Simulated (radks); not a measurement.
As I, 33 electrons, occupied as [Ar] 3d9.5 4s0.5 4p5 (fractional occupations, a model configuration). Calculated with a radial shooting solver on a logarithmic mesh with Libxc functionals: scalar-relativistic Kohn-Sham, PBEsol, spin-unpolarised, spherical densities, point nucleus.

X-ray form factor f0, the Fourier transform of the density (f0(0) = 33):

sin(theta)/lambda (1/angstrom),f0 (electrons)
0.05,32.237
0.1,30.338
0.15,28.059
0.2,25.912
0.25,24.046
0.3,22.415
0.4,19.532
0.5,16.899
0.6,14.512
0.8,10.770
1,8.426
1.25,6.823
1.5,5.916
2,4.611
